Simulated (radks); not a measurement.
The numbers below are computed, except where a source is named.
Problem. These are the eigenvalues of the occupied orbitals of an atom or ion with whole-number occupations (hartree). Code: a radial shooting solver on a logarithmic mesh with Libxc functionals. Model: Dirac Kohn-Sham, PBEsol, spin-unpolarised, spherical densities, finite nucleus; Fermi nuclear charge, rms radius of each element as measured or else 0.836 A^(1/3) + 0.57 fm.

orbital  eigenvalue
1s1/2     -2791.751
2s1/2     -488.3971
2p1/2     -468.0424
2p3/2     -408.2667
3s1/2     -114.5388
3p1/2     -105.3823
3p3/2     -92.29584
3d3/2     -76.94010
3d5/2     -74.11093
4s1/2     -24.75119
4p1/2     -20.88300
4p3/2     -17.78438
4d3/2     -11.42806
4d5/2     -10.85278
5s1/2      -4.01567
5p1/2      -2.80000
4f5/2      -2.76635
4f7/2      -2.65169
5p3/2      -2.30019
5d3/2      -0.70562
5d5/2      -0.65734
5f5/2      -0.02249

Which element is it, and in what charge state? The configuration may be excited. Open shells, if any, fill j = l - 1/2 first.

Solution. Z = 77, iridium, charge 0: Ir in [Xe] 4f14 5d7 5f2. The list shows which subshells hold electrons but not how many an open one holds; the 1s level, -2791.8 hartree, gives Z - s = 74.7 by -(Z - s)^2/2, which with screening and relativity narrows Z to a few neighbours, and the depths of the outer levels then fix element, charge and occupations together.
